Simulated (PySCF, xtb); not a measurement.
C₂H₇MgNO, SMILES C[N]([Mg][OH])C.

GFN2-xTB in xtb at its own geometry gives an orbital gap of 1.46 eV and a dipole moment of 1.68 D.

The structure is a stationary point at PBE0-D3(BJ)/def2-SVP. The structure was generated by enumeration; whether it is a known compound was not checked. One conformer was computed; it need not be the lowest.

### Question
What does PBE/def2-TZVP run with PySCF give? (An estimate is asked for; the answer gives what the named calculation found.)

### Answer
gap 2.50 eV (levels -4.20 and -1.70 eV), dipole 0.56 D.
